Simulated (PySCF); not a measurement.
**Two-dimensional NMR puzzle**

Compound of formula C5H8O2. Correlations simulated from computed shifts and couplings:

HSQC (one-bond C–H):
```tsv
δH	δC	1J(C,H) (Hz)
3.78	69.8	150
2.16	45.5	136
```

COSY cross peaks (|J| ≥ 2 Hz):
```tsv
δH	δH	abs. J (Hz)	bonds
3.78	2.16	7.7	3
```

HMBC (two and three bonds, |J| ≥ 2.5 Hz):
```tsv
δH	δC [abs. J in Hz]
3.78	207.9 [5.1], 69.8 [7.5]
2.16	207.9 [5.8], 69.8 [2.6]
```

Carbons without hydrogens: δ 207.9.

PySCF 2.14.0 with density-fitted response routines calculation with B3LYP/pcJ-1 coupling constants (without the spin–dipole term), geometry: PBE0-D3(BJ)/def2-SVP and shielding tensors at PBE0/pcSseg-1 (GIAO); no solvent, non-relativistic Hamiltonian, averaged over atoms made equivalent by symmetry, fast rotation or ring inversion, single conformer.

Chemical shifts δ = σref − σ; TMS for 1H (σ = 31.27 ppm) and 13C (σ = 184.41 ppm), all at this level.

Exchangeable hydrogens are left out of these lists, and C,H couplings along chains are those of one rotamer, so weak HMBC peaks may be missing or extra.

Task: Assemble the structure.

Result: SMILES C1CC(=O)CCO1.

Mapped SMILES: `[O:1]=[C:2]1[CH2:3][CH2:4][O:5][CH2:6][CH2:7]1` (H(Xn): hydrogen on atom n).

1. δC 207.9 is C2, a ketone carbonyl carbon.
2. δC 69.8 is C4/C6, an sp3 CH2 bonded to O (δH 3.78).
3. δC 45.5 is C3/C7, an sp3 CH2 α to a carbonyl (δH 2.16).
4. HMBC from δH 3.78 reaches the proton-free carbon C2.
5. HMBC from δH 2.16 reaches the proton-free carbon C2.
6. COSY links 3.78–2.16.

The data come from this structure; uniqueness wasn't tested.

Unscaled 3J(H,H) at this level run about 10 % above measured values. Shifts are as computed. Against solution values, carbons near 30 ppm lie about +2 ppm off and those near 130 ppm about +5 ppm. Of 1211 compounds with measured shifts, 218 miss one by over three times the rms of a fit or turn the order of signals round; such compounds aren't used in these exercises.
